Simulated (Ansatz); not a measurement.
The cluster Ba5S5⁺. Charge 1, multiplicity 2. Geometry PBE-D4/def2-SVP; atoms count from 1.

```xyz
10

Ba   -0.2767    1.5804    1.7067
Ba    2.1660   -2.7626    3.4173
Ba   -1.2470   -1.9155   -0.4909
Ba   -0.8406    1.8568   -2.5826
Ba    2.6640   -0.0032   -1.1721
S    -2.7399   -0.1895    1.5175
S    -2.5121    0.8976   -0.3166
S     1.2182   -1.1435    1.2852
S     1.2380    2.4751   -0.6543
S     0.3302   -0.7956   -2.7104
```

In the def2 sets Ba takes a core potential; there is no spin–orbit coupling. Another isomer (doublet) lies 0.66 eV lower at PBE0-D4/def2-TZVP; other spin states weren't run for this one.

Q: Estimate the Mulliken populations from the PBE0/def2-TZVP orbitals of Ansatz.

A: 
```
atom  charge (e)  spin (α − β)
 Ba1        1.16          0.04
 Ba2        0.82          0.90
 Ba3        1.16          0.04
 Ba4        1.17          0.01
 Ba5        1.23          0.02
  S6       -0.53          0.00
  S7       -0.64          0.00
  S8       -1.23         -0.01
  S9       -1.07          0.00
 S10       -1.07          0.00
```
Mulliken values and Mayer orders depend strongly on the basis.

Q: Where does the spin sit?

A: Summed by element: Ba 1.01, S -0.01, of 1 unpaired in all. Largest on single atoms: Ba2 0.90, Ba3 0.04, Ba1 0.04.

Q: And the Mayer bond orders between bonded heavy atoms (over 0.3)?

A: Ba1–S6 0.36 (3.04 Å); Ba1–S7 0.31 (3.09 Å); Ba1–S9 0.58 (2.94 Å); Ba2–S8 0.59 (2.84 Å); Ba3–S6 0.36 (3.04 Å); Ba3–S7 0.31 (3.09 Å); Ba3–S10 0.58 (2.94 Å); Ba4–S7 0.31 (2.97 Å); Ba4–S9 0.58 (2.90 Å); Ba4–S10 0.58 (2.90 Å); Ba5–S9 0.59 (2.91 Å); Ba5–S10 0.59 (2.91 Å); S6–S7 1.05 (2.14 Å).
